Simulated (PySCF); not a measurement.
Compound: C₇H₉OPS.
Atom-mapped SMILES: `[CH3:1][C@@H:2]1[CH2:3][P@@:4]1(=[S:5])[c:6]1[cH:7][cH:8][cH:9][o:10]1` (hydrogens: H11, H12, H13 on C1; H14 on C2; H15, H16 on C3; H17 on C7; H18 on C8; H19 on C9)

Structure used (PBE0-D3(BJ)/def2-SVP), in Å, numbered top down from 1:
```xyz
19
C7H9OPS angstrom
C     -3.0429    0.3926    0.0173
C     -1.5974    0.2959   -0.3909
C     -1.1105   -0.9407   -1.1713
P     -0.4824   -0.8108    0.5155
S     -0.9292   -1.9392    2.0274
C      1.1753   -0.1435    0.4666
C      2.2078   -0.2878    1.3501
C      3.2920    0.4672    0.8086
C      2.8309    1.0066   -0.3561
O      1.5510    0.6417   -0.5732
H     -3.6840    0.5970   -0.8553
H     -3.3829   -0.5439    0.4855
H     -3.1881    1.1999    0.7497
H     -1.1291    1.2358   -0.7090
H     -0.4205   -0.7849   -2.0070
H     -1.8485   -1.7352   -1.3293
H      2.1731   -0.8687    2.2690
H      4.2867    0.5928    1.2308
H      3.2801    1.6468   -1.1112
```

Level: PBE0/pcSseg-1 in PySCF, non-relativistic, on one gas-phase PBE0-D3(BJ)/def2-SVP geometry that isn't relaxed in the solvent. The solvent is an IEF-PCM continuum (van der Waals radii × 1.2). Only the electrostatic response of the medium enters.

```json
{"run": "gas", "E − E(gas) (kJ/mol)": "0.00", "HOMO (eV)": "-6.28", "HOMO–LUMO gap (eV)": "5.42", "dipole (D)": "4.24"}
{"run": "P", "E − E(gas) (kJ/mol)": "-26.53", "HOMO (eV)": "-6.52", "HOMO–LUMO gap (eV)": "5.72", "dipole (D)": "5.78"}
{"run": "Q", "E − E(gas) (kJ/mol)": "-30.53", "HOMO (eV)": "-6.55", "HOMO–LUMO gap (eV)": "5.75", "dipole (D)": "6.04"}
```

Task: The runs were made in dichloromethane and methanol. Which run belongs to which solvent?

Result: P = dichloromethane, Q = methanol. The dielectric constants are 8.93 (dichloromethane), 32.61 (methanol), and the energy falls further as ε rises. In this model the ground state sees the solvent through ε alone.

Task: How constant is the ratio of the lowering to (ε − 1)/(2ε + 1)?

Result: 
```json
{"solvent": "dichloromethane", "(ε − 1)/(2ε + 1)": "0.420", "E − E(gas) (kJ/mol)": "-26.53", "ratio (kJ/mol)": "-63.1", "polarisation term (kJ/mol)": "-31.83"}
{"solvent": "methanol", "(ε − 1)/(2ε + 1)": "0.477", "E − E(gas) (kJ/mol)": "-30.53", "ratio (kJ/mol)": "-64.0", "polarisation term (kJ/mol)": "-37.66"}
```

The ratio changes by +1.4 % in size from dichloromethane to methanol. The polarisation term is half the interaction of the solute with the induced surface charges.
